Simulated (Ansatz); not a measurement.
Single points on `Sc1sc(-c2sc(-c3sc(S)c4c3OCCO4)c3c2OCCO3)c2c1OCCO2`.

```yaml
crystal:
  periodic: [false, false, false]
  atoms:
    - {symbol: S, position_ang: [-6.846706, -1.303759, -0.046178]}
    - {symbol: C, position_ang: [-5.172188, -0.798365, 0.074772]}
    - {symbol: S, position_ang: [-3.850369, -1.946096, -0.063295]}
    - {symbol: C, position_ang: [-2.633144, -0.682767, 0.054087]}
    - {symbol: C, position_ang: [-1.225691, -0.948825, -0.017820]}
    - {symbol: S, position_ang: [-0.016553, 0.331768, 0.030748]}
    - {symbol: C, position_ang: [1.313490, -0.810454, -0.144153]}
    - {symbol: C, position_ang: [2.687088, -0.398111, -0.153680]}
    - {symbol: S, position_ang: [4.024131, -1.535223, -0.257202]}
    - {symbol: C, position_ang: [5.224847, -0.256706, -0.172118]}
    - {symbol: S, position_ang: [6.942126, -0.607826, -0.130125]}
    - {symbol: C, position_ang: [4.610113, 0.986912, -0.066986]}
    - {symbol: C, position_ang: [3.184964, 0.903856, -0.061713]}
    - {symbol: O, position_ang: [2.379198, 2.005239, 0.036220]}
    - {symbol: C, position_ang: [3.093713, 3.145975, 0.517353]}
    - {symbol: C, position_ang: [4.422255, 3.295783, -0.213504]}
    - {symbol: O, position_ang: [5.275254, 2.171291, 0.018683]}
    - {symbol: C, position_ang: [0.815549, -2.111529, -0.235221]}
    - {symbol: C, position_ang: [-0.600913, -2.189086, -0.160767]}
    - {symbol: O, position_ang: [-1.281330, -3.371223, -0.228773]}
    - {symbol: C, position_ang: [-0.467181, -4.433321, -0.735380]}
    - {symbol: C, position_ang: [0.909319, -4.424958, -0.080432]}
    - {symbol: O, position_ang: [1.609967, -3.213196, -0.377546]}
    - {symbol: C, position_ang: [-3.257948, 0.558541, 0.196318]}
    - {symbol: C, position_ang: [-4.684225, 0.498106, 0.203719]}
    - {symbol: O, position_ang: [-5.463824, 1.606701, 0.329232]}
    - {symbol: C, position_ang: [-4.723954, 2.748686, 0.770224]}
    - {symbol: C, position_ang: [-3.393807, 2.866503, 0.036433]}
    - {symbol: O, position_ang: [-2.565791, 1.733416, 0.308085]}
    - {symbol: H, position_ang: [-7.098454, -1.490935, 1.289685]}
    - {symbol: H, position_ang: [7.198942, -0.522930, -1.475411]}
    - {symbol: H, position_ang: [2.445646, 4.026144, 0.339691]}
    - {symbol: H, position_ang: [3.272335, 3.046826, 1.613109]}
    - {symbol: H, position_ang: [4.236347, 3.410209, -1.306719]}
    - {symbol: H, position_ang: [4.970542, 4.187985, 0.147438]}
    - {symbol: H, position_ang: [-0.360713, -4.332430, -1.840043]}
    - {symbol: H, position_ang: [-1.002410, -5.376949, -0.513530]}
    - {symbol: H, position_ang: [0.803468, -4.538117, 1.023103]}
    - {symbol: H, position_ang: [1.533072, -5.254802, -0.465680]}
    - {symbol: H, position_ang: [-4.540331, 2.679750, 1.867634]}
    - {symbol: H, position_ang: [-5.360904, 3.633163, 0.572955]}
    - {symbol: H, position_ang: [-3.571726, 2.951550, -1.060623]}
    - {symbol: H, position_ang: [-2.834227, 3.759173, 0.377408]}
basis:
  gaussian: {orbitals: def2-TZVP, fitting: {mean_field: def2-universal-jkfit}, initial_orbitals: start.molden}
hamiltonian: {xc: pbe0, dispersion: d4}
scf: {omitted_lower_state_checks: [starts]}
output: {orbitals: {seedname: orbitals}}
```

The file start.molden holds the orbitals of an earlier run on this structure, at another level or in another basis.

```sh
$ ansatz run in.yaml --threads 2 --pin off --events-out ev --progress --plain --max-ram 32768MiB --backend cuda --devices 0, --max-vram 18GiB
```

Output, abridged:

```
Functional definition: PBE0
2704 factors; integrals over basis functions are off by at most 8.7e-1 eV
mean field evaluation 1: about -85289.6825 eV, gradient 3.6e2 eV
mean field evaluation 2: about -85309.5724 eV, gradient 1.9e1 eV
mean field evaluation 4: about -85310.2284 eV, gradient 3.6e-3 eV
mean field evaluation 8: about -85310.2479 eV, gradient 1.3e-5 eV
mean field -85310.24789801 eV, -3135.0937848890 hartree, gradient 1.2e-5 eV, S^2 0.000000; 0 other end points of the search recorded, 0 dependent functions left out
reference -85310.24796897 eV, -3135.0937874968 hartree; 125, 125 occupied and 888, 888 virtual orbitals, 2704 factors
Total energy: -85312.04329485 eV, -3135.1597645059 hartree
Checks for a lower state left out: starts
```

It took 13 s on 2 threads of AMD EPYC 7R13 on a shared host and a share (18 GiB) of an NVIDIA H100 80GB HBM3, peak host memory 1.2 GiB.

Geometry: PBE-D4/def2-SVP.

Single mean-field runs in def2-TZVP are fitted with def2-universal-jkfit.
